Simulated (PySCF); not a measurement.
Computed shifts of a molecule C2H10Si4, PySCF with PBE/pcSseg-1, GIAO, gas phase, atoms alike by connectivity averaged where their shifts nearly agree, in ppm (number of nuclei): ²⁹Si: -49.5 (1), -51.3 (1), -111.1 (1), -113.4 (1). ¹³C: 172.8 (1), 168.0 (1). ¹H: 7.72 (1), 7.55 (1), 5.33 (1), 5.18 (2), 4.14 (1), 3.87 (1), 3.86 (3). References: ²⁹Si against TMS (σ = 335.4 ppm); ¹³C against TMS (σ = 182.0 ppm); ¹H against TMS (σ = 31.49 ppm), references at their B3LYP-D3(BJ)/def2-TZVP geometries, non-relativistic. Coordinates come from a B3LYP-D3(BJ)/def2-SVP optimisation. Other conformers were not sampled.

**Question.** Identify the compound among the candidates.
A. [SiH3][SiH2]C1=C[SiH2][SiH2]1
B. [SiH3]C#C[SiH]([SiH3])[SiH3]
C. [SiH3][SiH2][Si@@H]1C=C[SiH2]1
D. [SiH3][Si@@H]1C=C[SiH2][SiH2]1

**Answer.** C, [SiH3][SiH2][Si@@H]1C=C[SiH2]1
